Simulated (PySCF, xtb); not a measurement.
WH₃, SMILES [WH3] (connectivity only; charge and spin as stated), neutral, multiplicity 4.

Harmonic wavenumbers (cm⁻¹) from xtb 6.7.1 with GFN2-xTB at its own minimum, in rising order: 562, 679, 681, 2123, 2185, 2193.

Problem. What does PBE-D3(BJ)/def2-TZVPD in PySCF 2.14.0 give at its own minimum? (The exact figures need the calculation; the answer reports its results.)

Solution. 398, 700, 700, 1918, 1918, 1939. Paired by order, the mean absolute difference is 155 cm⁻¹ and the zero-point energies are 12.0 and 10.8 kcal/mol.
